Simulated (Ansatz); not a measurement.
Isolated molecules relaxed with PBE0-D4/def2-TZVP in Ansatz; ΔE leaves out vibrations. CCSD(T)/CBS is the MP2 limit (def2-TZVPP, def2-QZVPP) plus CCSD(T) − MP2 in def2-TZVPP, frozen cores. This one scheme is used for every species. DFT in def2-TZVPP. HSE06 is defined as in plane-wave codes. Elements past krypton have def2 core potentials. For In outer-core shells are correlated without core-valence functions, which leaves a few kJ/mol of doubt a bond. Each species was taken in one conformer, which may not be the lowest.

`C[O][In]([F])[Cl]` + `[SiH3]N[SiH3]` → `[F][In]([Cl])[N]([SiH3])[SiH3]` + CH₃OH  (ligand exchange at the In–O bond)

```csv
level,ΔE (kJ/mol),difference from CCSD(T)/CBS
B97M-V,0.1,16.0
r2SCANh-D4,-6.7,9.2
CAM-B3LYP-D4,-3.3,12.6
PBE,1.7,17.6
BLYP,11.8,27.7
r2SCANh,-4.9,11.0
r2SCAN0,-7.6,8.3
HSE06,-5.0,10.9
HF/def2-SVP,-5.8,10.1
CCSD/CBS(def2),-14.4,1.5
CCSD(T)/CBS,-15.9,0
```

Largest T1 diagnostic among the species: 0.016.

In def2-TZVPP, CCSD(T) changes the Hartree–Fock value by −13.9 kJ/mol (the triples alone add −1.4 kJ/mol) and MP2 by −17.3 kJ/mol. From r2SCAN to r2SCAN0 (25 % exact exchange), in def2-TZVPP and without D4, ΔE moves by −4.9 kJ/mol. Leaving LDA and LC-ωPBE aside and taking each functional with its dispersion term where it has one, the values, not all of them listed here, spread over 14.1 kJ/mol, from PBE-QIDH to BLYP-D4. LDA lies −8.2 kJ/mol from PBE without D4.
